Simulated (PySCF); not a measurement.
# Tc⁺ (technetium, charge +1) across methods

[Kr] 4d4 5s1 6s1, high-spin 7D determinant (an excited configuration). Computed with PySCF 2.14 in aug-cc-pwCVTZ-PP with ECP28MDF (8s8p7d4f3g, 122 functions), with a scalar-relativistic core potential.

```tsv
method	E (hartree)	mean ε 4d α (eV)	mean ε 5s α (eV)	mean ε 6s α (eV)	Σ⟨r²⟩ (bohr²)	⟨S²⟩
PBE0	-79.6588	-23.995	-17.112	-5.713	77.67	12.001
BP86	-79.7321	-22.085	-16.445	-5.446	75.46	12.000
PBE	-79.6712	-22.057	-16.302	-5.395	76.25	12.000
LDA	-79.4656	-22.059	-16.645	-5.406	76.13	12.000
r2SCAN	-79.7033	-22.653	-16.494	-5.359	76.88	12.001
UHF	-79.14476	-29.029	-19.064	-6.288	82.32	12.003
B3LYP	-79.6820	-23.463	-16.943	-5.540	77.41	12.001
```

Energies and moments cover only the electrons outside the core potential. The outer electron is Rydberg-like, and this basis confines it to a smaller radius and binds it less than a complete one would.
